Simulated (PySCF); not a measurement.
Species: C₄H₃F₂O (charge +1).
Structure used (GFN2-xTB), in Å, numbered top down from 1:
```xyz
10
C4H3F2O angstrom
F     -1.603    0.633   -0.952
C     -1.701    0.339    0.335
F     -1.361    1.412    1.032
O     -0.757   -0.704    0.629
C      0.467   -0.498    0.399
C      1.785   -0.953    0.417
C      1.525    0.305   -0.043
H     -2.705   -0.025    0.600
H      2.481   -1.738    0.639
H      1.876    1.234   -0.448
```

The computed photoelectron lines, unassigned: C 1s: 299.30 (area 2), 301.19 (area 1), 303.16 (area 1) eV; O 1s: 546.95 eV; F 1s: 699.11 eV.

Method: delta-SCF UKS SCAN, pcX-2 on the ionised atom, pcseg-1 elsewhere, spin-free X2C (PySCF 2.14.0). The structure is a single GFN2-xTB conformer in the gas phase; no vibrational or solvent corrections.

Problem. Which carbon gives which C 1s line?

Solution. 299.30 eV: C6/C7 (unsaturated ring CH carbon); 301.19 eV: C5 (unsaturated ring carbon); 303.16 eV: C2 (CHF2 carbon). Lowest listed C 1s: C6/C7, bonded to 2 C (aromatic in the SMILES) and H. Highest, 3.86 eV above it: C2, bonded to 2 F, O and H. The widest gap between neighbouring values is 1.97 eV, between 301.19 and 303.16 eV. Summing the Pauling electronegativity differences to the bonded atoms, each weighted by its formal bond order, gives -0.35 for the lowest site and +3.40 for the highest; no listed site has a larger sum than the highest.

Bonded neighbours of each site: F1/F3: C; C2: 2 F, O and H; O4: 2 C; C5: O and 2 C (aromatic in the SMILES); C6/C7: 2 C (aromatic in the SMILES) and H.

Problem. Which photon wavelength matches the C 1s of C2 threshold?

Solution. λ = hc/E = 12398.42 eV Å / 303.16 eV = 40.897 Å.

One atom of each set of topologically equivalent atoms was ionised and stands for the set; in this conformer not all members are related by symmetry, and their own values weren't computed. The species carries charge +1, so core ionisation leaves charge +2.
